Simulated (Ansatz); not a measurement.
C₄H₁₂Si, charge +1, doublet, at a GFN2-xTB geometry (a state made from the parent by changing its charge; the spin is typed, not shown lowest); MP2/STO-3G in Ansatz (a program for electronic structure).

Here is a job for Ansatz.
Ansatz 0.2 input:
```yaml
crystal:
  periodic: [false, false, false]
  atoms:
    - {symbol: C, position_ang: [-0.67711892, -1.08180973, -1.45041309]}
    - {symbol: Si, position_ang: [0.00000000, 0.00000000, 0.00000000]}
    - {symbol: C, position_ang: [0.21985601, 1.71350242, -0.86491228]}
    - {symbol: C, position_ang: [-1.24107524, -0.43088326, 1.41653533]}
    - {symbol: C, position_ang: [1.69833815, -0.20080944, 0.89879004]}
    - {symbol: H, position_ang: [-1.66124579, -0.75784599, -1.77610039]}
    - {symbol: H, position_ang: [-0.74380925, -2.11493410, -1.12275818]}
    - {symbol: H, position_ang: [0.00524492, -1.01545661, -2.29251058]}
    - {symbol: H, position_ang: [0.49809965, 2.45437331, -0.12137873]}
    - {symbol: H, position_ang: [-0.71985364, 2.00266353, -1.32587101]}
    - {symbol: H, position_ang: [0.98814373, 1.68771292, -1.63211453]}
    - {symbol: H, position_ang: [-2.25393721, -0.24909667, 1.06981413]}
    - {symbol: H, position_ang: [-1.16238239, -1.46887464, 1.72623150]}
    - {symbol: H, position_ang: [-1.03598392, 0.20261311, 2.27430641]}
    - {symbol: H, position_ang: [1.75059264, -1.18982003, 1.34407518]}
    - {symbol: H, position_ang: [2.49964681, -0.09034253, 0.17432278]}
    - {symbol: H, position_ang: [1.83548446, 0.53900772, 1.68198342]}
basis:
  gaussian:
    orbitals: STO-3G
total_charge: 1
magnetization: {spin_polarized: true, initial_magnetization: 1}
correlation: {method: mp2}
```

The log (banner, timings and long lists left out):

```
Functional definition: HF
541 factors; integrals over basis functions are off by at most 3.7e-5 eV
mean field evaluation 1: about -12025.6325 eV, gradient 1.0e1 eV
mean field evaluation 2: about -12025.7974 eV, gradient 1.0e1 eV
mean field evaluation 4: about -12026.8090 eV, gradient 9.9e-1 eV
mean field evaluation 8: about -12026.8297 eV, gradient 1.1e-2 eV
mean field evaluation 16: about -12026.8230 eV, gradient 1.6e-1 eV
mean field -12026.82968060 eV, -441.9778386841 hartree, gradient 7.2e-7 eV, S^2 0.780513; 2 other end points of the search recorded, 0 dependent functions left out
9 core orbitals not correlated
reference -12026.82968060 eV, -441.9778386841 hartree; 16, 15 occupied and 16, 17 virtual orbitals, 541 factors
second order -6.98018200 eV of doubles, -0.00000000 eV of singles
Total energy: -12033.80986260 eV, -442.2343556414 hartree
```
